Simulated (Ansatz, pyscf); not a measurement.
`[O][SiH3]` [doublet] → `[OH][SiH2]` [doublet], a hydrogen shift on the doublet surface: H–Si broken, H–O formed. PySCF, gas phase, ωB97X-D3(BJ)/def2-SVP geometries. Wave-function energies: Ansatz (a program for electronic structure), frozen core, RHF or UHF references. In kJ/mol, from the reactant's lowest minimum found.

Cost: rough CPU time of the saddle's run relative to CCSD(T)/cc-pV(D+d)Z, from one job on a shared machine, with the HF step and its search for lower states.

```tsv
level	barrier	reaction energy	cost
ωB97M-D3(BJ)/def2-TZVP	86.72	-104.02	–
M06-2X/def2-TZVP	87.17	-119.55	–
CCSD(T)/cc-pV(D+d)Z	104.63	-96.38	1
CCSDT(Q)/cc-pV(D+d)Z	102.63	-96.37	23
CCSD(T)/cc-pV(T+d)Z	85.82	-113.84	4
CCSD(T)/cc-pV(Q+d)Z	81.21	-117.39	–
```

In cc-pV(D+d)Z, going from CCSD(T) to CCSDT(Q) shifts the barrier by -1.99 and the reaction energy by 0.00 kJ/mol. With HF in the quadruple-zeta basis and the correlation energy extrapolated as X⁻³ from X = 3, 4, CCSD(T) gives 78.82 and -119.16; adding the double-zeta shift gives ΔE‡ = 76.82 and ΔE = -119.16 kJ/mol, without core correlation, relativity or geometry relaxation at these levels. This is the saddle that the search found; another between the same sides may lie lower.
